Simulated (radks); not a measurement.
The lithium ion Li+, configuration 1s1 3s1 (not the ground configuration). Calculated with a radial shooting solver on a logarithmic mesh with Libxc functionals: Dirac Kohn-Sham, PBE, spin-unpolarised, spherical densities, finite nucleus; Fermi nuclear charge, rms radius 2.444 fm.

Unscreened Slater integrals over Kohn-Sham orbitals (eV). Large and small components are both included.

| integral | value |
|---|---|
| F0(3s1/2,3s1/2) | 4.1577 |
| F0(3s1/2,1s1/2) | 6.1794 |
| G0(3s1/2,1s1/2) | 0.28947 |
| F0(1s1/2,1s1/2) | 49.575 |
